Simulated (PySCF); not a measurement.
Te(GeH3)2 (Ge₂H₆Te), SMILES [GeH3][Te][GeH3].

Coordinates come from a B3LYP-D3(BJ)/def2-SVP optimisation. The structure was generated by enumeration, and PubChem lists no compound with its InChIKey, so it may never have been made. The def2 effective core potentials stand for the cores of Te; spin–orbit coupling is left out.

Level of theory: TDA-PBE/def2-SVPD (PySCF).

Vertical excitations. The molecule is in vacuum.

```tsv
state	energy (eV)	λ (nm)	f	main pairs
S1	3.61	343	0.000	HOMO→LUMO 100 %
S2	3.95	314	0.015	HOMO→LUMO+1 99 %
S3	4.62	268	0.007	HOMO→LUMO+2 99 %
S4	4.94	251	0.003	HOMO→LUMO+3 99 %
S5	5.35	232	0.001	HOMO→LUMO+4 63 %, HOMO−1→LUMO 36 %
S6	5.57	223	0.000	HOMO→LUMO+5 100 %
S7	5.77	215	0.036	HOMO−1→LUMO+1 64 %, HOMO−2→LUMO 29 %
S8	5.80	214	0.017	HOMO−2→LUMO+1 39 %, HOMO−1→LUMO 34 %, HOMO→LUMO+4 25 %
S9	5.89	211	0.000	HOMO→LUMO+6 74 %, HOMO−2→LUMO 23 %
S10	5.93	209	0.036	HOMO→LUMO+7 99 %
T1	3.24	382	0	HOMO→LUMO 100 %
T2	3.52	352	0	HOMO→LUMO+1 100 %
T3	4.55	272	0	HOMO→LUMO+2 98 %
T4	4.79	259	0	HOMO→LUMO+3 98 %
```
Triplets are in the Tamm–Dancoff approximation.
